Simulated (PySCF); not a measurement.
Species: C₆H₆NO₂ (charge -1).
Numbering: `[CH3:1]/[CH:2]=[C:3](/[CH2:4][C:5]#[N:6])[C:7](=[O:8])[O-:9]` (hydrogens: H10, H11, H12 on C1; H13 on C2; H14, H15 on C4)

Method used: PySCF 2.14.0, PBE0-D3(BJ)/def2-SVP geometry optimisation, gas phase.

Question: Give the optimised bond lengths and angles.

Answer: 
```json
{"bond": "C1–C2", "length (Å)": "1.494", "order": "single"}
{"bond": "C2=C3", "length (Å)": "1.343", "order": "double"}
{"bond": "C3–C4", "length (Å)": "1.514", "order": "single"}
{"bond": "C4–C5", "length (Å)": "1.453", "order": "single"}
{"bond": "C5≡N6", "length (Å)": "1.160", "order": "triple"}
{"bond": "C3–C7", "length (Å)": "1.557", "order": "single"}
{"bond": "C7=O8, C7–O9", "length (Å)": "1.247", "order": "double/single"}
{"bond": "C1–H10, C1–H11, C1–H12", "length (Å)": "1.104", "order": "single"}
{"bond": "C2–H13", "length (Å)": "1.101", "order": "single"}
{"bond": "C4–H14, C4–H15", "length (Å)": "1.103", "order": "single"}
```

Bonds in one row agree within 0.01 Å and their mean is given. Orders are formal, as drawn. A selection of angles:
```json
{"angle": "C2–C1–H10", "degrees": "110.6"}
{"angle": "C2–C1–H12", "degrees": "108.8"}
{"angle": "H10–C1–H11", "degrees": "106.3"}
{"angle": "H10–C1–H12", "degrees": "109.6"}
{"angle": "H11–C1–H12", "degrees": "110.6"}
{"angle": "C1–C2–C3", "degrees": "126.3"}
{"angle": "C1–C2–H13", "degrees": "116.0"}
{"angle": "C3–C2–H13", "degrees": "117.7"}
{"angle": "C2–C3–C4", "degrees": "121.6"}
{"angle": "C2–C3–C7", "degrees": "127.2"}
{"angle": "C4–C3–C7", "degrees": "111.1"}
{"angle": "C3–C4–C5", "degrees": "116.8"}
{"angle": "C3–C4–H14", "degrees": "106.6"}
{"angle": "C3–C4–H15", "degrees": "109.6"}
{"angle": "C5–C4–H14", "degrees": "110.9"}
{"angle": "C5–C4–H15", "degrees": "108.5"}
{"angle": "H14–C4–H15", "degrees": "103.7"}
{"angle": "C4–C5–N6", "degrees": "179.6"}
{"angle": "C3–C7–O8", "degrees": "113.4"}
{"angle": "C3–C7–O9", "degrees": "117.7"}
{"angle": "O8–C7–O9", "degrees": "128.9"}
```

Torsions: C1–C2–C3–C4 180° (antiperiplanar); C2–C3–C4–C5 -11° (synperiplanar); C2–C3–C7–O8 166° (antiperiplanar). The mirror-image conformer, all signs reversed, is as good.

C3 (fully substituted alkene carbon) is planar (angles 127.2°, 121.6° and 111.1°, sum 360.0°, 0.01 Å off the plane of its three neighbours). The 5 C–C bonds span 1.343 Å (C2=C3, drawn double) to 1.557 Å (C3–C7, drawn single), a spread of 0.214 Å. Of the pairs four or more bonds apart, O9···H12 is among the closest relative to their van der Waals radii: 2.06 Å, 76 % of the sum of Bondi's values. C2 (alkene CH carbon) is planar (angles 126.3°, 117.7° and 116.0°, sum 360.0°, 0.00 Å off the plane of its three neighbours). C7 (carboxylate carbon) is planar (angles 128.9°, 117.7° and 113.4°, sum 360.0°, 0.00 Å off the plane of its three neighbours).

Point group: C1 (no symmetry element, even within 0.4 Å). Whether it is a minimum is left open (no frequencies).
